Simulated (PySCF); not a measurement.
Geometry:
```tsv
atom	x (Å)	y (Å)	z (Å)
C1	3.656	-0.198	0.434
O2	2.367	-0.076	-0.073
C3	1.410	-0.791	0.653
C4	0.035	-0.546	0.064
C5	-0.347	0.933	0.107
C6	-1.734	1.177	-0.477
C7	-2.789	0.321	0.216
C8	-2.415	-1.157	0.177
C9	-1.025	-1.400	0.757
H10	4.331	0.386	-0.208
H11	4.004	-1.251	0.442
H12	3.735	0.189	1.470
H13	1.642	-1.877	0.637
H14	1.420	-0.480	1.721
H15	0.083	-0.852	-0.999
H16	0.417	1.522	-0.421
H17	-0.329	1.269	1.162
H18	-1.996	2.245	-0.405
H19	-1.720	0.935	-1.555
H20	-3.778	0.478	-0.243
H21	-2.881	0.643	1.270
H22	-3.163	-1.759	0.717
H23	-2.433	-1.507	-0.871
H24	-0.761	-2.468	0.684
H25	-1.033	-1.155	1.836
```

All values are calculated (PySCF 2.14): structure optimised with PBE0-D3(BJ)/def2-SVP, GIAO PBE0/pcSseg-1 shieldings. One averaged value for each set of equivalent atoms, isolated molecule, non-relativistic, one conformer.

Predict the 2D correlation tables (HSQC, COSY, HMBC).

Results:



HSQC (one-bond C–H):
```tsv
δH	δC
3.27 (H10/H11/H12)	59.3 (C1)
2.81 (H13/H14)	80.6 (C3)
1.69 (H16/H24)	32.0 (C5/C9)
1.59 (H18/H22)	28.3 (C6/C8)
1.54 (H20)	29.1 (C7)
1.24 (H15)	39.6 (C4)
1.15 (H19/H23)	28.3 (C6/C8)
1.04 (H21)	29.1 (C7)
0.55 (H17/H25)	32.0 (C5/C9)
```

COSY cross peaks (H two or three bonds apart, from the bond graph; peaks can be absent where the dihedral angle is near 90°):
```tsv
δH	δH
2.81 (H13/H14)	1.24 (H15)
1.69 (H16/H24)	1.59 (H18/H22)
1.69 (H16/H24)	1.24 (H15)
1.69 (H16/H24)	1.15 (H19/H23)
1.69 (H16/H24)	0.55 (H17/H25)
1.59 (H18/H22)	1.54 (H20)
1.59 (H18/H22)	1.15 (H19/H23)
1.59 (H18/H22)	1.04 (H21)
1.59 (H18/H22)	0.55 (H17/H25)
1.54 (H20)	1.15 (H19/H23)
1.54 (H20)	1.04 (H21)
1.24 (H15)	0.55 (H17/H25)
1.15 (H19/H23)	1.04 (H21)
1.15 (H19/H23)	0.55 (H17/H25)
```

HMBC (two and three bonds, from the bond graph):
```tsv
δH	δC
3.27 (H10/H11/H12)	80.6 (C3)
2.81 (H13/H14)	59.3 (C1), 39.6 (C4), 32.0 (C5/C9)
1.69 (H16/H24)	80.6 (C3), 39.6 (C4), 32.0 (C5/C9), 29.1 (C7), 28.3 (C6/C8)
1.59 (H18/H22)	39.6 (C4), 32.0 (C5/C9), 29.1 (C7), 28.3 (C6/C8)
1.54 (H20)	32.0 (C5/C9), 28.3 (C6/C8)
1.24 (H15)	80.6 (C3), 32.0 (C5/C9), 28.3 (C6/C8)
1.15 (H19/H23)	39.6 (C4), 32.0 (C5/C9), 29.1 (C7), 28.3 (C6/C8)
1.04 (H21)	32.0 (C5/C9), 28.3 (C6/C8)
0.55 (H17/H25)	80.6 (C3), 39.6 (C4), 32.0 (C5/C9), 29.1 (C7), 28.3 (C6/C8)
```

References, each an isolated molecule treated in the same way: TMS for ¹H and ¹³C.

Short H···H contacts in this conformer between protons four or more bonds apart (candidates for NOE cross peaks, intensity ∝ r⁻⁶): H12···H14 2.42 Å, H13···H24 2.48 Å, H14···H17 2.54 Å, H15···H19 2.60 Å, H17···H21 2.63 Å, H21···H25 2.64 Å.

Shifts are as computed. Against solution values, carbons near 30 ppm lie about +2 ppm off and those near 130 ppm about +5 ppm. Of 1211 compounds with measured shifts, 218 miss one by over three times the rms of a fit or turn the order of signals round; such compounds aren't used in these exercises.
